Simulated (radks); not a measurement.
Values are calculated unless marked as measured or tabulated.
Ionisation of the platinum ion Pt67+, [Ne] 3s1, to [Ne] as the strength of local exchange is varied. Code: a radial shooting solver on a logarithmic mesh with Libxc functionals. Model: scalar-relativistic Kohn-Sham, Slater X-alpha exchange (alpha = 2/3 is LDA exchange), no correlation, spin-polarised, spherical densities, point nucleus; open shells are filled with parallel spins first (spin-orbit coupling, left out, can overturn this in heavy ions).

alpha,E(Pt67+) (hartree),exchange (hartree),IE (eV),-e of the level emptied (eV),<r> of it (bohr)
0.566,-12699.1489,-117.3331,8102.1,8044.4 (3s),0.1710
0.667,-12720.2916,-138.4285,8121.0,8065.3 (3s),0.1708
0.806,-12749.4290,-167.5390,8147.0,8094.1 (3s),0.1704
0.824,-12753.2055,-171.3154,8150.3,8097.8 (3s),0.1704
0.941,-12777.7721,-195.8988,8172.2,8122.1 (3s),0.1701

NIST Atomic Spectra Database: 8100 +/- 40 eV (theoretical). The central value is not met in this range of alpha.
